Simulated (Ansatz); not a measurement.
`CO[Si](C)(N)Cl` → dimethyl ether + `N[Si]Cl`  (silylene formation by 1,1-elimination)

Computed with Ansatz on PBE0-D4/def2-TZVP structures; ΔE is electronic, products minus reactants. CCSD(T)/CBS is the MP2 limit (def2-TZVPP, def2-QZVPP) plus CCSD(T) − MP2 in def2-TZVPP, frozen cores. This one scheme is used for every species. DFT in def2-TZVPP. B3LYP here is the variant with VWN-RPA as its local correlation; programs differ in this. Each species was taken in one conformer, which may not be the lowest.

`CO[Si](C)(N)Cl`:

```xyz
14

C     0.359    2.204    0.042
O     0.118    0.968    0.678
Si    0.190   -0.479   -0.071
C    -0.196   -1.725    1.236
N    -0.783   -0.521   -1.466
Cl    2.100   -0.795   -0.805
H     0.002    3.000    0.698
H    -0.166    2.269   -0.916
H     1.430    2.346   -0.134
H     0.473   -1.607    2.091
H    -1.223   -1.598    1.588
H    -0.089   -2.738    0.844
H    -0.429   -0.837   -2.350
H    -1.788   -0.486   -1.434
```

`COC`:

Cartesian coordinates in Å:
```
C 0.280 -1.111 0.187
O -0.335 -0.242 -0.720
C -0.320 1.083 -0.272
H 1.336 -0.846 0.349
H 0.229 -2.117 -0.230
H -0.228 -1.104 1.163
H 0.707 1.451 -0.133
H -0.815 1.694 -1.027
H -0.855 1.193 0.683
```

`N[Si]Cl`:

Cartesian coordinates in Å:
```
N 0.352 0.442 -0.339
Si 0.266 -1.222 0.002
Cl -1.418 -1.184 1.264
H 1.071 0.813 -0.942
H -0.272 1.152 0.015
```

```json
{"level": "PBE-D4", "ΔE (kcal/mol)": "73.5", "difference from CCSD(T)/CBS": "-6.2"}
{"level": "r2SCAN-D4", "ΔE (kcal/mol)": "81.5", "difference from CCSD(T)/CBS": "1.8"}
{"level": "PBE0-D4", "ΔE (kcal/mol)": "78.9", "difference from CCSD(T)/CBS": "-0.8"}
{"level": "B3LYP-D4", "ΔE (kcal/mol)": "75.9", "difference from CCSD(T)/CBS": "-3.8"}
{"level": "ωB97X-V", "ΔE (kcal/mol)": "80.2", "difference from CCSD(T)/CBS": "0.5"}
{"level": "ωB97M-V", "ΔE (kcal/mol)": "77.6", "difference from CCSD(T)/CBS": "-2.1"}
{"level": "B2PLYP", "ΔE (kcal/mol)": "75.6", "difference from CCSD(T)/CBS": "-4.1"}
{"level": "PBE", "ΔE (kcal/mol)": "70.1", "difference from CCSD(T)/CBS": "-9.6"}
{"level": "r2SCAN", "ΔE (kcal/mol)": "80.5", "difference from CCSD(T)/CBS": "0.8"}
{"level": "PBE0", "ΔE (kcal/mol)": "75.9", "difference from CCSD(T)/CBS": "-3.8"}
{"level": "B3LYP", "ΔE (kcal/mol)": "70.6", "difference from CCSD(T)/CBS": "-9.1"}
{"level": "HF/def2-TZVPP", "ΔE (kcal/mol)": "76.6", "difference from CCSD(T)/CBS": "-3.1"}
{"level": "MP2/def2-TZVPP", "ΔE (kcal/mol)": "83.0", "difference from CCSD(T)/CBS": "3.3"}
{"level": "SCS-MP2/def2-TZVPP", "ΔE (kcal/mol)": "79.4", "difference from CCSD(T)/CBS": "-0.3"}
{"level": "CCSD/def2-TZVPP", "ΔE (kcal/mol)": "77.9", "difference from CCSD(T)/CBS": "-1.8"}
{"level": "CCSD(T)/def2-TZVPP", "ΔE (kcal/mol)": "77.9", "difference from CCSD(T)/CBS": "-1.8"}
{"level": "HF/def2-QZVPP", "ΔE (kcal/mol)": "76.8", "difference from CCSD(T)/CBS": "-2.9"}
{"level": "MP2/def2-QZVPP", "ΔE (kcal/mol)": "84.1", "difference from CCSD(T)/CBS": "4.4"}
{"level": "SCS-MP2/def2-QZVPP", "ΔE (kcal/mol)": "80.6", "difference from CCSD(T)/CBS": "0.9"}
{"level": "HF/CBS(def2)", "ΔE (kcal/mol)": "76.8", "difference from CCSD(T)/CBS": "-2.9"}
{"level": "MP2/CBS(def2)", "ΔE (kcal/mol)": "84.8", "difference from CCSD(T)/CBS": "5.1"}
{"level": "CCSD/CBS(def2)", "ΔE (kcal/mol)": "79.8", "difference from CCSD(T)/CBS": "0.1"}
{"level": "CCSD(T)/CBS", "ΔE (kcal/mol)": "79.7", "difference from CCSD(T)/CBS": "0"}
```

Largest T1 diagnostic among the species: 0.013.

The D4 term adds +5.3 kcal/mol with B3LYP and +3.0 kcal/mol with PBE0; it sums over pairs of atoms, weighted by their polarisabilities, and B3LYP, whose exchange is more repulsive, gets the larger term. In def2-TZVPP, CCSD(T) changes the Hartree–Fock value by +1.3 kcal/mol (the triples alone add −0.0 kcal/mol) and MP2 by +6.4 kcal/mol. From PBE to PBE0 (25 % exact exchange), in def2-TZVPP and without D4, ΔE moves by +5.7 kcal/mol.
